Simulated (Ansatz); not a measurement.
Several settings on one geometry of Sn2H (the lowest doublet isomer of a short search) (that of the charge 0 doublet, r2SCAN-D4/def2-TZVP). Ansatz on 4 threads of Arm Neoverse V1 on a shared host; times are rough.

Cartesian coordinates in Å:
```
Sn -0.2118 -0.7496 1.2232
Sn 0.8285 0.0333 -1.1899
H -0.6167 0.7163 -0.0333
```

Totals from different functionals, basis sets or treatments of relativity can't be compared as stabilities.

In the def2 sets Sn takes a core potential; there is no spin–orbit coupling.

Scalar relativity in a set contracted without it gives distorted totals.

(1) Give the basis size and estimate the energy, ⟨S²⟩, dipole and time of these runs.

| run | method | charge | state | further keys |
| --- | --- | --- | --- | --- |
| 1 | UKS r2SCAN-D4/def2-TZVPP | 0 | doublet | point_charges: [{charge: 0.50, position_ang: [4.467, -0.943, 0.787]}]; pseudopotentials: {relativity: scalar}; scf: {lower_state_search: light} |
| 2 | ROKS revPBE0-D4/def2-SVP | 0 | doublet | scf: {lower_state_search: off}; forces asked |
| 3 | ROKS revPBE/def2-mTZVP | 0 | doublet | scf: {lower_state_search: off}; forces asked |

Answers

(1) 
```json
{"run": "1", "functions": "114", "energy (Eh)": "-429.3541", "⟨S²⟩": "0.76", "dipole (D)": "–", "wall time": "12 s"}
{"run": "2", "functions": "57", "energy (Eh)": "-429.2734", "⟨S²⟩": "–", "dipole (D)": "0.79", "wall time": "1.3 s"}
{"run": "3", "functions": "75", "energy (Eh)": "-429.2870", "⟨S²⟩": "–", "dipole (D)": "0.80", "wall time": "1.1 s"}
```
